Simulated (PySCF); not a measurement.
Si(H)2(NH2)2 (H₆N₂Si), SMILES N[SiH2]N. Heavy atoms are numbered as in [SiH2:1]([NH2:2])[NH2:3]. Hydrogens are named by the atom that carries them.

Geometry: PBE0-D3(BJ)/def2-TZVP. One conformer was computed; it need not be the lowest.

The numbers are results of PBE0/pcSseg-1 run with PySCF, not measurements.

GIAO shieldings, no solvent; atoms alike by connectivity are averaged. δ = σ(ref) − σ: ²⁹Si against TMS (σ = 352.7 ppm); ¹⁵N against NH3 (σ = 267.4 ppm); ¹H against TMS (σ = 31.56 ppm), references at their B3LYP-D3(BJ)/def2-TZVP geometries, non-relativistic.

```tsv
atoms	nucleus	count	δ (ppm)
Si1 (SiH2)	²⁹Si	1	-42.3
N2 (NH2)	¹⁵N	2	___
H on Si1	¹H	2	5.03
H on N2	¹H	4	___
```

What belongs in the gaps? (An estimate is asked for; the answer gives what the named calculation found.)


- H on N2, δ (ppm): 0.39
- N2 (NH2), δ (ppm): 20.3
